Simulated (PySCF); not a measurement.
PySCF input (BP86/def2-TZVPD):

```python
from pyscf import gto, scf, dft

mol = gto.M(
    atom='''
    Mg   -0.20932337    0.84865598   -0.01045506
    Cl    1.50564249    0.03693933   -1.35054353
    Cl   -1.35788482   -0.63599061    1.35792357
    ''',
    basis='def2-tzvpd',
    charge=-1,
    spin=1,
    verbose=4,
)

mf = dft.UKS(mol, xc='bp86').density_fit(auxbasis='def2-universal-jkfit')
mf.grids.level = 3
mf.conv_tol = 1e-9
mf.max_cycle = 100
mf.max_memory = 1500
mf.kernel()
if not mf.converged:
    mf = mf.newton()
    mf.kernel(mf.make_rdm1())
for _ in range(2):
    mo, _, stable, _ = mf.stability(return_status=True)
    if stable:
        break
    mf.kernel(mf.make_rdm1(mo, mf.mo_occ))
mf.analyze()
```

End of the output:

```
Extra cycle  E= -1120.80429517783  delta_E= 7.05e-12  |g|= 2.48e-06  |ddm|= 9.73e-06
converged SCF energy = -1120.80429517783  <S^2> = 0.75083957  2S+1 = 2.0008394
uhf_internal: lowest eigs of H = [0.41223436 0.41403405 0.4146393 ]
<class 'pyscf.df.df_jk.DFUKS'> wavefunction is stable in the internal stability analysis
**** SCF Summaries ****
Total Energy =                       -1120.804295177829545
Nuclear Repulsion Energy =             131.193221738235167
One-electron Energy =                -1821.912661661389166
Two-electron Energy =                  569.915144745324483
Two-electron Coulomb Energy =          643.248913799370484
DFT Exchange-Correlation Energy =      -73.333769054046030
HOMO-LUMO gap [eV] =                     1.210846985612608
**** MO energy ****
                             alpha | beta                alpha | beta
MO #1   energy= -100.504852198882  | -100.504493267202  occ= 1 | 1
MO #2   energy= -100.504850797652  | -100.504491854136  occ= 1 | 1
MO #3   energy= -46.1188838947926  | -46.117720106499   occ= 1 | 1
MO #4   energy= -8.97048466832886  | -8.97014295966254  occ= 1 | 1
MO #5   energy= -8.97048378724346  | -8.97014207829349  occ= 1 | 1
MO #6   energy= -6.78794737990297  | -6.78712576942375  occ= 1 | 1
MO #7   energy= -6.78793344191463  | -6.78711241039015  occ= 1 | 1
MO #8   energy= -6.78603024667364  | -6.78581797402424  occ= 1 | 1
MO #9   energy= -6.78602767278614  | -6.78581538907674  occ= 1 | 1
MO #10  energy= -6.78567473951358  | -6.78535933698407  occ= 1 | 1
MO #11  energy= -6.78566761436536  | -6.78535271908747  occ= 1 | 1
MO #12  energy= -2.78569937202081  | -2.78367454966543  occ= 1 | 1
MO #13  energy= -1.57906835086133  | -1.57687221720712  occ= 1 | 1
MO #14  energy= -1.57652363509927  | -1.57339242241873  occ= 1 | 1
MO #15  energy= -1.57512395197675  | -1.57327989543727  occ= 1 | 1
MO #16  energy= -0.53281315863242  | -0.531163570293246 occ= 1 | 1
MO #17  energy= -0.529806883512921 | -0.528187723403354 occ= 1 | 1
MO #18  energy= -0.149361067081298 | -0.1451918825906   occ= 1 | 1
MO #19  energy= -0.124221100945954 | -0.12144792601189  occ= 1 | 1
MO #20  energy= -0.104753511734299 | -0.103814093646373 occ= 1 | 1
MO #21  energy= -0.104643607874219 | -0.103113364166443 occ= 1 | 1
MO #22  energy= -0.0986529841943498 | -0.0981305717484685 occ= 1 | 1
MO #23  energy= -0.0937369820546575 | -0.0929308314898006 occ= 1 | 1
MO #24  energy= 0.017016350583237  | 0.0615141569324855 occ= 1 | 0
MO #25  energy= 0.0913709555371015 | 0.112003587225911  occ= 0 | 0
MO #26  energy= 0.113673372235644  | 0.122562864406682  occ= 0 | 0
MO #27  energy= 0.118481588388296  | 0.12289239798035   occ= 0 | 0
MO #28  energy= 0.13238049764022   | 0.145666775227121  occ= 0 | 0
MO #29  energy= 0.151170669625992  | 0.156064521687833  occ= 0 | 0
MO #30  energy= 0.156252468840367  | 0.171170697187026  occ= 0 | 0
MO #31  energy= 0.175439038899981  | 0.176584901745821  occ= 0 | 0
MO #32  energy= 0.181061870082535  | 0.180055431926156  occ= 0 | 0
MO #33  energy= 0.181891706005801  | 0.190718557370759  occ= 0 | 0
MO #34  energy= 0.186809274487571  | 0.199443325907596  occ= 0 | 0
MO #35  energy= 0.198578796737023  | 0.204179522099437  occ= 0 | 0
MO #36  energy= 0.219229124126678  | 0.227630223513965  occ= 0 | 0
MO #37  energy= 0.220133626419384  | 0.234777484503947  occ= 0 | 0
MO #38  energy= 0.243195063300654  | 0.258290104883545  occ= 0 | 0
MO #39  energy= 0.251124521162297  | 0.259369398529579  occ= 0 | 0
MO #40  energy= 0.261362975173446  | 0.272452343127808  occ= 0 | 0
MO #41  energy= 0.293203275734714  | 0.295839833874369  occ= 0 | 0
MO #42  energy= 0.297420862825416  | 0.313308608236391  occ= 0 | 0
MO #43  energy= 0.327516974397428  | 0.330348885482436  occ= 0 | 0
MO #44  energy= 0.330727541162708  | 0.339225601582886  occ= 0 | 0
MO #45  energy= 0.331646993211837  | 0.343356120255263  occ= 0 | 0
MO #46  energy= 0.344336650114714  | 0.345947733542042  occ= 0 | 0
MO #47  energy= 0.353275994751354  | 0.354121263312198  occ= 0 | 0
MO #48  energy= 0.353715603833798  | 0.367857248204346  occ= 0 | 0
MO #49  energy= 0.378901830794628  | 0.387183303560394  occ= 0 | 0
MO #50  energy= 0.38179535654193   | 0.395431907846508  occ= 0 | 0
MO #51  energy= 0.392874152526243  | 0.402976127150358  occ= 0 | 0
MO #52  energy= 0.395764987486131  | 0.404342815627249  occ= 0 | 0
MO #53  energy= 0.400274458463998  | 0.409861129299483  occ= 0 | 0
MO #54  energy= 0.448596265960166  | 0.457856932327644  occ= 0 | 0
MO #55  energy= 0.479579458084942  | 0.50019902209575   occ= 0 | 0
MO #56  energy= 0.514124026709197  | 0.534698406820035  occ= 0 | 0
MO #57  energy= 0.543147315909778  | 0.557143354723644  occ= 0 | 0
MO #58  energy= 0.617465518048426  | 0.621830152406529  occ= 0 | 0
MO #59  energy= 0.639062922694434  | 0.641174731837505  occ= 0 | 0
MO #60  energy= 0.640310921792925  | 0.649692402531875  occ= 0 | 0
MO #61  energy= 0.655428598245279  | 0.663089729580914  occ= 0 | 0
MO #62  energy= 0.679720577448113  | 0.690567841412644  occ= 0 | 0
MO #63  energy= 0.686371833862749  | 0.698178786941359  occ= 0 | 0
MO #64  energy= 0.71564389403573   | 0.720841110042333  occ= 0 | 0
MO #65  energy= 0.719200618413095  | 0.721025953805848  occ= 0 | 0
MO #66  energy= 0.723370384085128  | 0.731017211625803  occ= 0 | 0
MO #67  energy= 0.730444487228062  | 0.739001070934847  occ= 0 | 0
MO #68  energy= 0.737715203431132  | 0.73922194677606   occ= 0 | 0
MO #69  energy= 0.745320776734659  | 0.745666662965518  occ= 0 | 0
MO #70  energy= 0.76887848592916   | 0.785854888889323  occ= 0 | 0
MO #71  energy= 0.784646931641389  | 0.786769476109071  occ= 0 | 0
MO #72  energy= 0.795134259529168  | 0.801998158489845  occ= 0 | 0
MO #73  energy= 0.799543871403854  | 0.814869455181663  occ= 0 | 0
MO #74  energy= 0.832472282505695  | 0.844255232178959  occ= 0 | 0
MO #75  energy= 0.849634009340103  | 0.857688623650166  occ= 0 | 0
MO #76  energy= 0.86691695481983   | 0.876559081398906  occ= 0 | 0
MO #77  energy= 0.933696985985854  | 0.941413540891883  occ= 0 | 0
MO #78  energy= 0.971727136497794  | 0.976154866620263  occ= 0 | 0
MO #79  energy= 1.19949318352206   | 1.20408893664243   occ= 0 | 0
MO #80  energy= 1.22423803576282   | 1.22753310984323   occ= 0 | 0
MO #81  energy= 1.91472789935246   | 1.92820885813893   occ= 0 | 0
MO #82  energy= 1.9751354120469    | 1.9927094761116    occ= 0 | 0
MO #83  energy= 2.0064293356268    | 2.00691473687125   occ= 0 | 0
MO #84  energy= 2.01394062191686   | 2.01412735238587   occ= 0 | 0
MO #85  energy= 2.01465756716442   | 2.0161782721278    occ= 0 | 0
MO #86  energy= 2.01605990205959   | 2.01671027427735   occ= 0 | 0
MO #87  energy= 2.0302201085542    | 2.03227021777442   occ= 0 | 0
MO #88  energy= 2.05484267609658   | 2.0568580089865    occ= 0 | 0
MO #89  energy= 2.06040152040342   | 2.06246345926134   occ= 0 | 0
MO #90  energy= 2.0750993212972    | 2.07987659869544   occ= 0 | 0
MO #91  energy= 2.07796041697046   | 2.08081035003232   occ= 0 | 0
MO #92  energy= 2.11379018439504   | 2.11663123853777   occ= 0 | 0
MO #93  energy= 2.15475730760533   | 2.15973752481898   occ= 0 | 0
MO #94  energy= 2.19115256594868   | 2.19256680396844   occ= 0 | 0
MO #95  energy= 2.19220636028527   | 2.19391176127029   occ= 0 | 0
MO #96  energy= 2.19692628612302   | 2.19757474337574   occ= 0 | 0
MO #97  energy= 2.19782806669167   | 2.19810999385156   occ= 0 | 0
MO #98  energy= 2.19785507809806   | 2.19820862593092   occ= 0 | 0
MO #99  energy= 2.19795028601135   | 2.19825282389246   occ= 0 | 0
MO #100 energy= 2.19815291048069   | 2.19962506075329   occ= 0 | 0
MO #101 energy= 2.20224118593459   | 2.2041599871962    occ= 0 | 0
MO #102 energy= 2.22945562185685   | 2.23396215369777   occ= 0 | 0
MO #103 energy= 2.24326387998546   | 2.24612691397876   occ= 0 | 0
MO #104 energy= 2.25263078267443   | 2.25579712231943   occ= 0 | 0
[...]
```
